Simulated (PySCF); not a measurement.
I₃Ti (SMILES [I][Ti]([I])[I]), doublet, geometry from GFN2-xTB (such geometries of metal compounds can be far from the true shape) (the multiplicity is a formal guess) (all electrons, no relativity).

The PySCF input:
```python
from pyscf import gto, scf, dft

mol = gto.M(
    atom='''
Ti   -0.26398825    0.29094200    0.54074495
I    -1.96538900   -1.56820713   -0.23004499
I     0.02545701    2.17943500   -1.27450510
I     2.04951202   -0.73199625    1.28008992
''',
    basis='sto-3g',
    spin=1,
    verbose=4,
    symmetry=True,
)

mf = dft.UKS(mol)
mf.xc = 'pbe'
mf.kernel()
mf.analyze()
```

**Question.** Estimate the nuclear repulsion energy that PBE/STO-3G run with PySCF returns for this input.

**Answer.** 1722.7756 Eh

**Question.** What <S^2> does PBE/STO-3G give?

**Answer.** 0.758

**Question.** What HOMO energy does PBE/STO-3G give?

**Answer.** -2.08 eV

**Question.** What number of basis functions does PBE/STO-3G give?

**Answer.** 99

These values belong to the state on which the SCF converged, which isn't shown to be the lowest.
